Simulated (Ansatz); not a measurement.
Saddle point of SiAsH₃F₂, closed shell (AsH₃ + SiF₂ → SiAsH₃F₂ ([F][SiH]([F])[AsH2]); bonds formed: Si1–H4, Si1–As5; bonds broken: H4–As5), PBE0-D4/def2-TZVP structure:

| atom | x (Å) | y (Å) | z (Å) |
| --- | --- | --- | --- |
| Si1 | 0.5173 | -0.9142 | 0.8505 |
| F2 | -0.7632 | -1.1132 | 1.7750 |
| F3 | 0.5931 | -2.1435 | -0.1579 |
| H4 | 0.8756 | 0.4644 | 0.3671 |
| As5 | -0.7978 | 0.6567 | -0.9097 |
| H6 | 0.3677 | 1.0835 | -1.7897 |
| H7 | -0.7928 | 1.9664 | -0.1354 |

Energies are electronic, without zero-point energy. Barriers and step energies count from the start structure reached by relaxing down the imaginary mode; all methods use the PBE0-D4 structures, on which another method's saddle can fall below an end. Ansatz 0.2.0; basis: def2-TZVPP, with def2-QZVPP for the basis limit; cores frozen in the correlated methods. Filled d shells of the heavier atoms are correlated. The def2 sets are not built for correlating such inner shells, so the correlated values are less sure here. B3LYP uses VWN-RPA correlation. Extrapolation: Hartree–Fock as exp(−7.88 √X), correlation as X^−2.97.

| method | barrier (kJ/mol) | step energy (kJ/mol) |
| --- | --- | --- |
| SPW92 | 79.0 | -163.7 |
| PBE-D4 | ? | -151.1 |
| BLYP-D4 | 113.2 | -132.6 |
| r2SCAN-D4 | 94.0 | -176.0 |
| B97M-V | 114.7 | -158.3 |
| PBE0-D4 | 111.0 | -170.0 |
| B3LYP-D4 | 124.4 | -150.1 |
| r2SCAN0-D4 | 109.9 | -184.4 |
| BHLYP-D4 | 144.7 | -169.5 |
| CAM-B3LYP-D4 | 145.0 | -157.6 |
| wB97X-V | ? | -170.8 |
| wB97M-V | 152.3 | -151.8 |
| B2PLYP | 129.8 | -158.6 |
| PBE-QIDH | 124.0 | -184.2 |
| RPA on PBE | 130.1 | -150.7 |
| HF | 196.0 | -174.6 |
| MP2 | ? | -177.2 |
| CCSD | 143.7 | -163.7 |
| CCSD(T) | 127.3 | -162.4 |

Question: Fill in the withheld barriers. (Judge from chemistry; the value comes from the calculation.)

Answer: Computed: MP2 127.9; PBE-D4 95.8; wB97X-V 148.6 kJ/mol. Each is the energy of the saddle less that of the start structure, by the same method.

For comparison, the barrier by CCSD(T) at an estimated basis limit (MP2 extrapolated from triple and quadruple zeta, plus CCSD(T) − MP2 in triple zeta) is 117.4 kJ/mol.

T1 diagnostic: at most 0.016. The restricted Hartree–Fock reference is unstable towards an unrestricted one at one or more of these structures. A large double-excitation amplitude points to some diradical character; no triplet was computed. The start structure is not quite a true minimum (one mode of 36i cm⁻¹).

Losses and insertions of silylenes and their heavier kin drive the gas-phase chemistry of silicon and germanium vapour deposition.

Labels in which every atom is bracketed show which atoms are joined, not bond orders.

For scale, one of the runs: CCSD(T)/def2-TZVPP, 194 basis functions (an equivalent command: `ansatz run in.yaml --threads 4`). Hardware: 4 CPU threads, shared host. Wall time 88 s; peak host memory 2.3 GiB.
